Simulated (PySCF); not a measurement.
SiHF, SMILES F[SiH] (connectivity only; charge and spin as stated), neutral, multiplicity 1. Coordinates come from a r2SCAN-D4/def2-TZVPD optimisation. The isomer is the one that the SMILES or the coordinates give; other isomers of the formula were not compared.

These are r2SCAN-D4/def2-TZVPD in PySCF values and carry that method's errors.

Harmonic wavenumbers (cm⁻¹): 839, 869, 1954. Rotational constants (GHz): 223.6, 16.70, 15.54; symmetry number 1.

Task: Work out the zero-point energy and the ideal-gas rigid-rotor harmonic-oscillator thermochemistry at 298.15 K and 1 atm.

Result: ZPE = ½ Σ hcν = ½ × 3663 cm⁻¹ = 21.91 kJ/mol. H − E(el) = 32.16 kJ/mol. Entropy in J/(mol K): translation 157.05, rotation 80.56, vibration 1.41, total 239.02. G − E(el) = -39.10 kJ/mol. Cp = 38.05 J/(mol K).
